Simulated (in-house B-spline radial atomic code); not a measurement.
Values are calculated unless marked as measured or tabulated.
**I in an electron gas of r_s = 3.3: phase shifts, screening and friction**

A nucleus sits in a uniform electron gas with a rigid positive background. The Kohn-Sham equations are solved self-consistently in the spin-unpolarised LDA (PW92), non-relativistic, on B-splines with outgoing waves at the boundary and partial waves to l = 8. The model has no lattice, no bands and no magnetic solution. Atomic units; δ_l are the phase shifts at the Fermi level, counted so that each bound state adds π, and good to about 0.0005.

The density parameter is r_s = 3.3 bohr.

```json
{"l": "0", "δ_l (rad)": "14.4462"}
{"l": "1", "δ_l (rad)": "11.8021"}
{"l": "2", "δ_l (rad)": "6.6514"}
{"l": "3", "δ_l (rad)": "0.0226"}
{"l": "4", "δ_l (rad)": "-0.0010"}
{"l": "5", "δ_l (rad)": "0.0001"}
{"l": "6", "δ_l (rad)": "0.0000"}
{"l": "7", "δ_l (rad)": "0.0002"}
{"l": "8", "δ_l (rad)": "0.0001"}
```

Bound levels below the band bottom (hartree): s -5.88, p -4.337, d -1.704, s -0.3879, p -0.07748 and deeper ones.

(1) Check the Friedel sum rule, and say where the screening charge sits.

(2) Find the transport cross section and the electronic stopping of a 1 keV I ion (mass 126.9 u).

Results:

(1) k_F = (9π/4)^(1/3)/r_s = 0.58156. The rule is Z = (2/π) Σ (2l + 1) δ_l. The terms are s 9.197, p 22.540, d 21.172, f 0.101 and -0.002 beyond, in all 53.008 against Z = 53. Bound states hold 10 s, 24 p, 20 d electrons, so the scattering states carry -0.99 in all; where a term is smaller than its bound count, the bound level has drawn weight out of the band.

(2) σ_tr = (4π/k_F²) Σ (l + 1) sin²(δ_l − δ_(l+1)). The terms for l = 0 to 3 are 0.2277, 1.6398, 0.3443, 0.0022, all together 2.2140, so σ_tr = 37.155 × 2.2140 = 82.262 bohr². With n = 3/(4π r_s³) = 0.006643, the friction coefficient is Q = n k_F σ_tr = 0.3178. For v well below v_F = 0.582, dE/dx = Q v; with 24801 eV per u at v = 1, v = √(1000/(24801 × 126.9)) = 0.0178, so dE/dx = 0.00567 hartree/bohr = 2.91 eV/nm. The largest term couples the p and d waves.
